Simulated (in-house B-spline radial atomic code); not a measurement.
Configurations of Co5+, with energies counted from [Ar] 3d4. All numbers are computed (scalar-relativistic (X2C) RPBE, spin-polarised, spherical fractional occupations; Fermi nucleus of rms radius 3.7875 fm) with a radial B-spline atomic code at the basis-set limit, not measured. Shells without spins written out take the highest spin.

Occupations are held fixed; configurations that lie above the ionisation limit could autoionise.

| configuration | E - E(ref) (eV) | highest orbital | its <r> (bohr) |
| --- | --- | --- | --- |
| [Ar] 3d(1 up, 3 down) | 4.2468 | 3d up | 0.835 |
| [Ar] 3d(1 up, 2 down) 4d(0 up, 1 down) | 62.72 | 4d down | 2.366 |
| [Ar] 3d3 4f1 | 71.335 | 4f up | 2.778 |
| [Ar] 3d(1 up, 2 down) 4f(0 up, 1 down) | 74.563 | 4f down | 2.792 |
| [Ne] 3s2 3p5 3d4 4p1 | 98.14 | 4p up | 1.978 |
| [Ne] 3s2 3p5 3d4 4f1 | 125.34 | 4f up | 2.759 |
| [Ne] 3s2 3p(3 up, 2 down) 3d(4 up, 0 down) 4f(0 up, 1 down) | 125.89 | 4f down | 2.843 |

Task: Order these further configurations by energy, lowest first.
A. [Ar] 3d3 4p1
B. [Ar] 3d3 4d1
C. [Ne] 3s2 3p5 3d5
D. [Ne] 3s2 3p5 3d4 4d1
E. [Ar] 3d3 4s1

Result: E (34.066 eV), A (44.325 eV), C (52.789 eV), B (59.415 eV), D (113.36 eV).

Task: How far above the reference does [Ar] 3d(2 up, 2 down) lie?

Result: 5.655 eV; its least bound orbital is 3d up with <r> = 0.8295 bohr.

Task: How far above the reference does [Ne] 3s2 3p(2 up, 3 down) 3d(0 up, 4 down) 4s(0 up, 1 down) lie?

Result: 87.818 eV; its least bound orbital is 4s down with <r> = 1.817 bohr.
